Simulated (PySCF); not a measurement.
Delta-SCF ions had no search for a lower state. Excitations are Tamm–Dancoff values on a coarser integration grid. The basis has no diffuse functions, so Rydberg states are missing or too high.

# H8OSi3, SMILES `O[SiH2][SiH2][SiH3]` (H–O–Si–Si torsion -178°, O–Si–Si–Si torsion -49°) (charge 0, multiplicity 1)

The numbers are results of r2SCAN-D4/def2-TZVP in PySCF, not measurements.

| Property | Result |
|---|---|
| HOMO | -7.01 eV |
| dipole moment | 1.35 D |
| HOMO–LUMO gap | 5.93 eV |
| LUMO | -1.08 eV |
| S1 excitation (TDA) | 6.18 eV |
| S1 oscillator strength | 0.091 |
| brightest of the four lowest singlets (TDA) | 6.18 eV |
| T1 excitation (TDA) | 5.30 eV |
| S1–T1 gap (TDA) | 0.88 eV |
| vertical ionisation energy (Delta-SCF) | 9.56 eV |
| total energy | -948.4855 Ha |
| cost | around 15 core-minutes (rough) |

```xyz
12

O     -1.4111    -1.4045    -1.0393
Si    -1.6233     0.1737    -0.5800
Si     0.5260     1.0355    -0.2604
Si     1.7688    -0.4286     1.0758
H     -2.1993    -1.9166    -1.2406
H     -2.3908     0.9353    -1.6081
H     -2.4003     0.2680     0.6906
H      1.2108     1.2365    -1.5679
H      0.4101     2.3619     0.4098
H      1.0408    -0.6867     2.3465
H      3.1011     0.1448     1.4052
H      1.9672    -1.7193     0.3684
```
